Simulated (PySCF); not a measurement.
Electron correlation in Ba (barium, neutral)

[Xe] 5d1 6s1, high-spin 3D determinant (an excited configuration). Calculation: PySCF 2.14, in aug-cc-pVQZ-X2C; scalar relativity by spin-free X2C-1e. Frozen: [Xe]; 2 electrons correlated.

With two correlated electrons CCSD is exact within the correlated space (frozen core and kept virtual orbitals).

```csv
level,correlation energy (mhartree)
CCSD,-6.10
```

Diagnostics: T1 = 0.0054, D1 = 0.0088, largest double amplitude 0.031.

Spin-orbit coupling, absent here, splits the open shell strongly.

Cost of the coupled-cluster step: about 40 core-seconds, for 2 correlated electrons.

Iterations:

```
CC2 = 0
CCSD nocc = (np.int64(2), np.int64(0)), nmo = (91, 91)
frozen orbitals [[0, 1, 2, 3, 4, 5, 6, 7, 8, 9, 10, 11, 12, 13, 14, 15, 16, 17, 18, 19, 20, 21, 22, 23, 24, 25, 26], [0, 1, 2, 3, 4, 5, 6, 7, 8, 9, 10, 11, 12, 13, 14, 15, 16, 17, 18, 19, 20, 21, 22, 23, 24, 25, 26]]
max_cycle = 100
direct = 0
conv_tol = 1e-08
conv_tol_normt = 1e-06
diis_space = 8
diis_start_cycle = 0
Init t2, MP2 energy = -0.00364235777475318
Init E_corr(UCCSD) = -0.00364235777774181
cycle = 1  E_corr(UCCSD) = -0.00502587736242512  dE = -0.00138351958  norm(t1,t2) = 0.030379
cycle = 2  E_corr(UCCSD) = -0.00560217631366651  dE = -0.000576298951  norm(t1,t2) = 0.0142931
cycle = 3  E_corr(UCCSD) = -0.00609634311153413  dE = -0.000494166798  norm(t1,t2) = 0.00717987
cycle = 4  E_corr(UCCSD) = -0.00609332541155972  dE = 3.01769997e-06  norm(t1,t2) = 0.0013262
cycle = 5  E_corr(UCCSD) = -0.00609673003685488  dE = -3.4046253e-06  norm(t1,t2) = 0.000380563
cycle = 6  E_corr(UCCSD) = -0.00609452708956935  dE = 2.20294729e-06  norm(t1,t2) = 0.000129307
cycle = 7  E_corr(UCCSD) = -0.00609676884702333  dE = -2.24175745e-06  norm(t1,t2) = 5.79294e-05
cycle = 8  E_corr(UCCSD) = -0.0060953647926475  dE = 1.40405438e-06  norm(t1,t2) = 2.26211e-05
cycle = 9  E_corr(UCCSD) = -0.0060958920595472  dE = -5.272669e-07  norm(t1,t2) = 8.5244e-06
cycle = 10  E_corr(UCCSD) = -0.00609582115337356  dE = 7.09061736e-08  norm(t1,t2) = 2.36267e-06
cycle = 11  E_corr(UCCSD) = -0.00609582140819837  dE = -2.54824811e-10  norm(t1,t2) = 9.73187e-07
UCCSD converged
E(UCCSD) = -8131.610180166496  E_corr = -0.006095821408198375
```
